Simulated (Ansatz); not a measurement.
`C#CBCC` + H₂O → `C#CBO` + ethane at 500 K and 1 bar (formal hydrolysis of a B–C bond).

Computed with Ansatz on PBE0-D4/def2-TZVP structures; ΔE is electronic, products minus reactants. CBS: MP2 limit from def2 TZ/QZ plus the TZ coupled-cluster correction, frozen cores. This one scheme is used for every species. Each species was taken in one conformer, which may not be the lowest.

| species | CCSD(T)/CBS energy (Eh) | H − E (kJ/mol) | S (J/(mol·K)) |
| --- | --- | --- | --- |
| `C#CBCC` | -181.15678 | 298.3 | 397.8 |
| H₂O | -76.37941 | 73.2 | 206.3 |
| `C#CBO` | -177.86821 | 154.8 | 324.5 |
| `CC` | -79.71954 | 220.5 | 259.9 |

H − E and S are ideal-gas, rigid-rotor, harmonic terms from PBE0-D4/def2-TZVP, for one conformer and one mirror image of each species. 1 Eh = 2625.50 kJ/mol, R = 8.31446 J/(mol·K).

Task: By hand: ΔE, ΔH, ΔS and ΔG.

Result: ΔE = (-177.86821) + (-79.71954) − (-181.15678) − (-76.37941) = -0.05156 Eh = -135.4 kJ/mol. Δ(H − E) = 154.8 + 220.5 − 298.3 − 73.2 = 3.8, so ΔH = -131.6 kJ/mol. ΔS = 324.5 + 259.9 − 397.8 − 206.3 = -19.7 J/(mol·K). ΔG = -131.6 − 500 × (-19.7)/1000 = -121.8 kJ/mol.

Task: By hand: the equilibrium constant, and the temperature at which ΔG would vanish if ΔH and ΔS stayed fixed.

Result: log₁₀ K = −ΔG/(RT ln 10) = 12.7. ΔG = 0 at ΔH/ΔS = 6680 K, far beyond where these terms or the molecules hold.

ΔH outweighs TΔS. A doubt of 5 kJ/mol in ΔE shifts log₁₀ K by 0.5 here. Other conformers and mirror images would add mixing entropy, several J/(mol·K) or more a flexible species. Modes under 60 cm⁻¹, often nearly free rotors, make the harmonic entropy too high. These are equilibria of isolated gas molecules and say nothing of rates. Largest T1 diagnostic: 0.015 (customary marks: 0.02 for closed shells, 0.045 for open ones).
